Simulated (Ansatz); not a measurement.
Coupled-cluster diagnostics for SiPt3, Ansatz.

Geometry of the singlet (PBE0-D4/def2-SVP):

```tsv
atom	x (Å)	y (Å)	z (Å)
Pt1	-1.255	-0.098	-0.139
Pt2	0.151	-1.578	1.471
Pt3	1.239	0.260	-0.011
Si4	-0.136	1.417	-1.321
```

In the def2 sets Pt takes a core potential; there is no spin–orbit coupling. Correlated methods freeze 5 core orbitals; core or outer-core shells of Pt are correlated, in sets that lack core-valence functions. Another isomer (singlet) lies 0.91 eV lower at PBE0-D4/def2-TZVP; other spin states weren't run for this one.

Problem. Estimate the CCSD(T) correlation energy, the shares of MP2 and (T), T1 and the reference's ⟨S²⟩ for: charge 0, singlet, own geometry in def2-TZVP; and the rough time on 2 threads of Arm Neoverse V2 on a shared host.

Solution. 
```json
{"state": "charge 0, singlet, own geometry", "basis": "def2-TZVP", "correlation (eV)": "-39.431", "MP2 share (%)": "107.7", "(T) share (%)": "5.3", "T1": "0.049", "⟨S²⟩ (pure)": "0.00 (0.00)", "wall time": "5.1 min", "remarks": "restricted SCF unstable"}
```
Customary marks for T1 are 0.02 (closed shells), 0.045 (open shells) and about 0.05 (3d metals). T1 exceeds 0.02 in 1 of 1 rows and 0.045 in 1; the higher it lies, the less the single-reference result can be trusted.
